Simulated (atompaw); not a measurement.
## Before and after: PAW (atompaw) potential for Pb (Z = 82)

```json
{"Element": "lead (Pb)", "Generator": "atompaw 4.2.0.5", "Type": "PAW", "Functional": "PBE", "Relativity": "scalar-relativistic", "Frozen core": "[Xe] 4f14 5d10", "Valence charge": "4", "Reference configuration": "6s1 6p3", "Partial waves": "6s (bound): rc 2.40 bohr; 6s channel at 0.35 Ry: rc 2.20 bohr; 6p (bound): rc 2.40 bohr; 6p channel at 1.1 Ry: rc 2.15 bohr; 6d channel at 0.1 Ry: rc 2.40 bohr; 6d channel at 1.5 Ry: rc 2.40 bohr", "Local potential": "ultrasoft scheme with l = 3 at 0.5 Ry, radius 2.20 bohr", "Core correction": "smooth core density matched at 1.75 bohr", "Augmentation charge": "gaussian compensation charge, radius 2.15 bohr; PAW radius 2.40 bohr; waves and projectors: custom polynom2 7 10 vanderbiltortho"}
```

Change: reference 6s2 6p1.75.

Cutoffs: the cutoffs (Ry, on a coarse ladder) from which the occupation-weighted sum of valence levels, in a spherical-Bessel basis at the reference potential, stays within 10 and 1 mRy of its value at 400 Ry; they do not see the model core or the augmentation charge, which bear on the density cutoff.

Q: What does the change do?

A: Both files are very soft, the changed one slightly softer (loose and tight cutoff 10 and 12 Ry → 8 and 12 Ry on this coarse ladder); both files keep a bound ghost (d); the range in which the s phases agree narrows (upper end at the end of the scan → 0.8).

```tsv
quantity	base	changed
cutoff, loose	10 Ry	8 Ry
cutoff, tight	12 Ry	12 Ry
bound ghosts	d	d
s: phases at 2.41 bohr within 0.05 rad from the reference energy up to (Ry; the scan ends near 5)	to the end of the scan	0.8
p: phases at 2.41 bohr within 0.05 rad from the reference energy up to (Ry; the scan ends near 5)	to the end of the scan	to the end of the scan
d: phases at 2.41 bohr within 0.05 rad from the reference energy up to (Ry; the scan ends near 5)	to the end of the scan	to the end of the scan
lowest overlap eigenvalue by channel	s 0.20, p 0.89, d 0.85	s 0.22, p 0.90, d 0.84
```

 A true bound ghost makes a file unfit for plane-wave use even where its test errors are small: the radial tests pick states by their node count and pass the ghost by. The cutoffs see the waves, projectors and local potential, not the compensation charge or the core.
